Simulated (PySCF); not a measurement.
In(NH2)3 (H6InN3), SMILES [NH2][In]([NH2])[NH2].

Geometry optimised at PBE-D3(BJ)/def2-SVP. The def2 effective core potentials stand for the cores of In; spin–orbit coupling is left out. One conformer was computed; it need not be the lowest.

Calculation: PySCF with PBE-D3(BJ)/def2-SVP.

Frequencies are harmonic and unscaled.

```
mode  ν (cm⁻¹)  IR (km/mol)  moving atoms (share of kinetic energy)
----  --------  -----------  --------------------------------------
1           95         22.2                  N 63 %, H 28 %, In 9 %
2          107          2.8                 N 67 %, H 20 %, In 13 %
3          131         10.8                 N 55 %, In 28 %, H 17 %
4          135         13.2                           H 89 %, N 8 %
5          197          9.3                                  H 95 %
6          207         38.6                                  H 95 %
7          449        224.1                          H 50 %, N 47 %
8          451        146.0                          H 54 %, N 43 %
9          462         32.4                          N 77 %, H 22 %
10         583          7.3                 N 47 %, H 40 %, In 14 %
11         585         37.2                 N 46 %, H 42 %, In 13 %
12         590         30.5                          H 71 %, N 28 %
13         719          0.0                                  H 94 %
14         801         44.0                          H 90 %, N 10 %
15         801         43.3                           H 90 %, N 9 %
16        1478          0.8                           H 91 %, N 9 %
17        1484         14.3                           H 92 %, N 8 %
18        1492          8.9                           H 92 %, N 8 %
19        3414          0.4                                  H 96 %
20        3414          7.3                                  H 96 %
21        3416          2.4                                  H 96 %
22        3514          4.7                           H 92 %, N 8 %
23        3514          4.3                           H 92 %, N 8 %
24        3514          1.0                           H 92 %, N 8 %
```
